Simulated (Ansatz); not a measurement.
Sn(OtBu)2 (C8H18O2Sn). The state is a singlet with charge 0. Geometry r2SCAN-D4/def2-SVP.

```xyz
29

Sn    1.5735    1.2572   -0.9543
O     2.3871   -0.3635   -0.1307
C     1.8883   -1.4987    0.5781
C     1.1726   -1.0334    1.8498
C     0.9277   -2.2808   -0.3225
C     3.1117   -2.3472    0.9279
H     0.8235   -1.8919    2.4462
H     1.8612   -0.4384    2.4715
H     0.3043   -0.4126    1.5814
H     0.0609   -1.6522   -0.5778
H     0.5672   -3.1936    0.1793
H     1.4420   -2.5778   -1.2508
H     3.8112   -1.7631    1.5459
H     3.6376   -2.6478    0.0085
H     2.8232   -3.2545    1.4827
O    -0.3433    0.7869   -0.4784
C    -1.5405    1.5287   -0.6620
C    -1.4997    2.3293   -1.9690
C    -2.6818    0.5094   -0.7067
C    -1.7163    2.4727    0.5327
H    -2.4506    2.8558   -2.1495
H    -0.7006    3.0903   -1.9435
H    -1.3130    1.6560   -2.8218
H    -2.5366   -0.1812   -1.5520
H    -3.6604    1.0033   -0.8195
H    -2.6900   -0.0834    0.2208
H    -0.8865    3.1984    0.5708
H    -1.7108    1.8969    1.4711
H    -2.6621    3.0352    0.4720
```

In the def2 sets Sn takes a core potential; there is no spin–orbit coupling. Single mean-field runs in def2-TZVP are fitted with def2-universal-jkfit.

Q: Estimate the orbital energies around the gap (eV) in Ansatz with HF/def2-TZVP, PBE-D4/def2-SVP, PBE-D4/def2-TZVP, r2SCAN-D4/def2-TZVP, B97M-V/def2-TZVP.

A: 
| orbital | HF/def2-TZVP | PBE-D4/def2-SVP | PBE-D4/def2-TZVP | r2SCAN-D4/def2-TZVP | B97M-V/def2-TZVP |
| --- | --- | --- | --- | --- | --- |
| HOMO−9 | -13.56 | -8.31 | -8.40 | -8.75 | -8.86 |
| HOMO−8 | -13.55 | -8.28 | -8.35 | -8.68 | -8.81 |
| HOMO−7 | -13.37 | -8.23 | -8.29 | -8.61 | -8.74 |
| HOMO−6 | -13.11 | -7.95 | -8.03 | -8.34 | -8.46 |
| HOMO−5 | -13.04 | -7.89 | -7.97 | -8.29 | -8.40 |
| HOMO−4 | -12.10 | -7.56 | -7.64 | -7.93 | -7.92 |
| HOMO−3 | -11.35 | -6.31 | -6.40 | -6.68 | -6.77 |
| HOMO−2 | -11.21 | -6.10 | -6.23 | -6.52 | -6.65 |
| HOMO−1 | -10.94 | -5.77 | -5.91 | -6.19 | -6.30 |
| HOMO | -9.65 | -5.65 | -5.76 | -6.02 | -6.04 |
| LUMO | 0.58 | -2.48 | -2.60 | -2.55 | -2.62 |
| LUMO+1 | 2.49 | -0.56 | -0.81 | -0.49 | -0.77 |
| LUMO+2 | 2.82 | 0.06 | -0.31 | 0.12 | -0.27 |
| LUMO+3 | 3.55 | 0.96 | 0.38 | 1.09 | 0.45 |
| LUMO+4 | 4.38 | 1.49 | 0.95 | 1.68 | 1.08 |
| LUMO+5 | 4.67 | 1.99 | 1.44 | 2.16 | 1.61 |
